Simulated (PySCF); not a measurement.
# How methods differ on the excitation energy of Br⁺

Br⁺ [Ar] 3d10 4s2 4p4 (3P) → Br⁺ [Ar] 3d10 4s2 4p3 4d1 (5D), as a difference of total energies. Calculation: PySCF 2.14, in aug-cc-pVTZ-PP with ECP10MDF; a scalar-relativistic core potential. Correlated levels: valence: 3s2 3p6 3d10 frozen. The calculations carry no spin-orbit coupling.

```csv
method,excitation energy (eV),error (eV)
UHF,11.976,-0.746
MP2 (valence),12.455,-0.267
SCS-MP2 (valence),12.625,-0.097
CCSD (valence),12.543,-0.179
CCSD(T) (valence),12.562,-0.160
```

Reference: 12.722 eV (measured; NIST levels, between the centres of gravity of the two terms).

Errors of the correlated levels include the incompleteness of this basis and the frozen core.
